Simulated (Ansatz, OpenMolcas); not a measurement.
**Computed against measured: atomisation enthalpy at 298 K**

8 molecules holding Si, Ge, B, Al, Ga, P or As; the atomisation enthalpy at 298 K in kJ/mol, computed less measured. Shapes, held fixed at every level: PBE0-D4/def2-TZVP. Thermal terms are harmonic and unscaled (PBE0-D4/def2-TZVP); the spin-orbit lowering of the free atoms is taken from their spectra. Programs: Ansatz 0.2.0, OpenMolcas 26.06. Measured values: NIST-JANAF tables.

Levels: A = HF/STO-3G; B = HF/def2-TZVPP; C = PBE0-D4/def2-TZVPP; D = B2PLYP/def2-TZVPP.

```tsv
molecule	from tabulated heats	A	B	C	D
AlClF2 (SMILES [F][Al]([F])[Cl])	1609	-375	-391	-43	-29
B(BO)O (diboron dioxide)	2095	-489	-632	0	+7
BBrCl2 (bromodichloroborane)	1262	-115	-333	+33	-21
BBrF2 (SMILES FB(F)Br)	1661	-329	-410	+3	-14
B(OH)O (oxoborinic acid)	1847	-633	-582	-25	-20
SiH2Br2 (SMILES Br[SiH2]Br)	1300	-2	-335	-6	-26
SiH2F2 (SMILES F[SiH2]F)	1836	-578	-461	-70	-41
SiH3I (SMILES [SiH3]I)	1213	+372	-301	-14	-16
```

(1) Which level does best on this set, which worst, and which err to one side?

## Answers

(1) 
```csv
level,kind,mean error,mean absolute error,worst case
HF/STO-3G,Hartree–Fock,-268.6,361.6,B(OH)O
HF/def2-TZVPP,Hartree–Fock,-430.6,430.6,B(BO)O
PBE0-D4/def2-TZVPP,global hybrid,-15.2,24.2,SiH2F2
B2PLYP/def2-TZVPP,double hybrid,-20.0,21.8,SiH2F2
```

On this set B2PLYP/def2-TZVPP has the smallest mean absolute error and HF/def2-TZVPP the largest. HF/STO-3G is too low in 7 of 8; HF/def2-TZVPP is too low in 8 of 8; PBE0-D4/def2-TZVPP is too low in 5 of 8; B2PLYP/def2-TZVPP is too low in 7 of 8. The heats of AlClF2 (SMILES [F][Al]([F])[Cl]) come from older tables and can be uncertain by 10 kJ/mol or more. The molecules' own spin-orbit lowering is left out, so errors for iodides read a little too negative. Heats of the atoms come from ATcT where it has them, that of boron, 570 kJ/mol, from recent work. The levels differ in basis as well as in method. With so many references in doubt the order of the levels isn't settled. The tabulated values of B(BO)O, BBrCl2, BBrF2, B(OH)O, SiH2Br2, SiH2F2, SiH3I are in doubt (older tables, estimates, or at odds with other calculations) and kept here. The smallest two are near a tie. For HF/def2-TZVPP the error tends to grow with the atomisation enthalpy. Hartree–Fock lacks correlation and underbinds. For atoms past krypton def2 sets carry core potentials with scalar relativity. All-electron rows are non-relativistic unless named. Relativity is left out for Br. Outer-core shells of Br, I are correlated, in sets that cover them unevenly. The set is small.
